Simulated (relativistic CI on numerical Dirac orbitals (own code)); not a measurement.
**Fe19+: q coefficients and field-shift factors**

Computed by Dirac-Coulomb-Breit CI, orbitals from a KLI potential per configuration, derivatives by finite differences, unscaled Slater integrals, QED left out (own radial code, finite nucleus).

CI space (outside the closed core 1s2): 2s2.2p3, 2s.2p4, 2p5, 2p4.3s, 2p4.3p, 2p4.3d, 2s2.2p2.3s, 2s2.2p2.3p. Levels of other configurations are missing.

With x = (α/α₀)² − 1 an excitation energy changes as ω = ω₀ + qx; K = 2q/ω₀ is the relative enhancement. Terms are leading LS components, so labels can repeat. The field-shift factor is F = δν/δ⟨r²⟩ for the transition from the lowest level.

Lowest level 2s2.2p3 4S°_3/2.

```tsv
Level	ω₀ (cm⁻¹)	q (cm⁻¹)	F (GHz/fm²)
2s2.2p3 2D°_3/2	141366	8669	-0.17
2s2.2p3 2D°_5/2	179814	49620	0.164
2s2.2p3 2P°_1/2	259754	56670	-2.1
2s2.2p3 2P°_3/2	323473	150200	-2.02
2s.2p4 4P_5/2	754772	95280	-90.4
2s.2p4 4P_3/2	822427	165900	-90.6
2s.2p4 4P_1/2	844618	174100	-90.6
2s.2p4 2D_3/2	1054445	137200	-92
2s.2p4 2D_5/2	1069670	166400	-91.9
2s.2p4 2S_1/2	1207820	142400	-92.5
2s.2p4 2P_3/2	1258454	154300	-94.8
2s.2p4 2P_1/2	1354796	257000	-94.5
2p5 2P°_3/2	1987598	213500	-181
2p5 2P°_1/2	2094939	323300	-182
2s2.2p2.3s 4P_1/2	7158503	-79140	31
2s2.2p2.3s 4P_3/2	7225478	13320	31.1
2s2.2p2.3s 2P_1/2	7255110	7226	30.9
2s2.2p2.3s 4P_5/2	7268139	36030	30.9
2s2.2p2.3s 2P_3/2	7299196	23630	30.9
2s2.2p2.3p 4D°_1/2	7361053	-73820	7.03
2s2.2p2.3p 4D°_3/2	7404498	-30690	6.98
2s2.2p2.3s 2D_5/2	7404670	99650	30.6
2s2.2p2.3s 2D_3/2	7414311	111300	30.4
```

At this charge energies of transitions that change n are usually good to better than 1 %, and those within a shell (Δn = 0) to a few per cent.

Question: Which transition from the lowest level has the largest |K|?

Answer: 2s2.2p3 2P°_3/2 at 323473 cm⁻¹, K = 0.928.
